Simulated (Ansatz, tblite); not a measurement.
Forces on the cluster AlSi3⁺ at its PBE0-D4/def2-TZVP geometry. Total charge 1; singlet.

The xTB rows come from tblite. The restricted singlet is unstable towards broken spin symmetry at other levels; at PBE-D4/def2-TZVP this wasn't settled. Another isomer (singlet) lies 1.37 eV lower at PBE0-D4/def2-TZVP; other spin states weren't run for this one.

GFN1-xTB (tblite), largest force 1.53 eV/Å:

```xyz
4
positions Å, forces eV/Å
Al    0.900    0.703    0.582    0.859    0.709    0.586
Si   -0.725   -0.579   -0.480   -1.522   -0.095   -0.048
Si   -1.463    1.166    1.036   -0.430    0.125    0.120
Si    1.288   -1.290   -1.138    1.094   -0.739   -0.658
```

GFN2-xTB (tblite), largest force 1.96 eV/Å:

```
Al 0.953 0.265 0.204
Si -1.892 -0.423 -0.318
Si 0.099 -0.017 -0.017
Si 0.840 0.176 0.131
```

PBE-D4/def2-TZVP (Ansatz), largest force 0.39 eV/Å:

```
Al 0.202 0.183 0.152
Si -0.232 -0.236 -0.197
Si -0.159 0.202 0.178
Si 0.189 -0.150 -0.133
```
